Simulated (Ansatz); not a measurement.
`[CH3][GaH][SH]` + HCl → `[SH][GaH][Cl]` + CH₄ at 600 K and 1 bar (ligand exchange at a Ga–C bond).

Isolated molecules relaxed with PBE0-D4/def2-TZVP in Ansatz; ΔE leaves out vibrations. CCSD(T)/CBS is the MP2 limit (def2-TZVPP, def2-QZVPP) plus CCSD(T) − MP2 in def2-TZVPP, frozen cores. This one scheme is used for every species. For Ga outer-core shells are correlated without core-valence functions, which leaves a few kJ/mol of doubt a bond. Scalar relativity is left out up to krypton. Each species was taken in one conformer, which may not be the lowest.

```csv
species,CCSD(T)/CBS energy (Eh),H − E (kJ/mol),S (J/(mol·K))
`[CH3][GaH][SH]`,-2362.81343,187.0,407.7
HCl,-460.38127,35.4,207.2
`[SH][GaH][Cl]`,-2782.78263,87.0,371.4
CH₄,-40.46206,140.4,215.7
```

H − E and S are ideal-gas, rigid-rotor, harmonic terms from PBE0-D4/def2-TZVP, for one conformer and one mirror image of each species. 1 Eh = 2625.50 kJ/mol, R = 8.31446 J/(mol·K).

Question: By hand: ΔE, ΔH, ΔS and ΔG.

Answer: ΔE = (-2782.78263) + (-40.46206) − (-2362.81343) − (-460.38127) = -0.04999 Eh = -131.2 kJ/mol. Δ(H − E) = 87.0 + 140.4 − 187.0 − 35.4 = 5.0, so ΔH = -126.2 kJ/mol. ΔS = 371.4 + 215.7 − 407.7 − 207.2 = -27.8 J/(mol·K). ΔG = -126.2 − 600 × (-27.8)/1000 = -109.5 kJ/mol.

Question: By hand: the equilibrium constant, and the temperature at which ΔG would vanish if ΔH and ΔS stayed fixed.

Answer: log₁₀ K = −ΔG/(RT ln 10) = 9.5. ΔG = 0 at ΔH/ΔS = 4540 K, far beyond where these terms or the molecules hold.

ΔH outweighs TΔS. A doubt of 5 kJ/mol in ΔE shifts log₁₀ K by 0.4 here. Other conformers and mirror images would add mixing entropy, several J/(mol·K) or more a flexible species. Modes under 60 cm⁻¹, often nearly free rotors, make the harmonic entropy too high. These are equilibria of isolated gas molecules and say nothing of rates. Largest T1 diagnostic: 0.012 (customary marks: 0.02 for closed shells, 0.045 for open ones).
